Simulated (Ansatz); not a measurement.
Mulliken charges of Cl₃HHfSe (`[Cl][Hf]([Cl])([Cl])[SeH]`) from r2SCAN/def2-TZVPP in Ansatz (PBE0-D4/def2-TZVP geometry).

```
atom   x (Å)   y (Å)   z (Å)  charge (e)
 Cl1  -2.266  -0.519  -0.687      -0.228
 Hf2   0.031  -0.393  -0.364       0.796
 Cl3   0.940   0.961  -2.018      -0.228
 Cl4   1.012  -2.490  -0.335      -0.215
 Se5   0.512   0.623   1.925      -0.209
  H6  -0.230   1.818   1.480       0.083
```

**Question.** By hand: the dipole of these point charges (1 e Å = 4.8032 D).

**Answer.** Σ q r = (-0.017, 0.142, 0.120) e Å, of length 0.187 e Å = 0.90 D.

**Question.** How does the dipole of the full density compare? (Estimate.)

**Answer.** Ansatz gave: (-0.023, 0.090, 0.047) e Å, 0.50 D; the point charges give 1.80 times that, at 15° from its direction.

Point charges leave out the atoms' own dipoles, such as those of lone pairs, and Mulliken's split depends on the basis, so the two needn't agree.
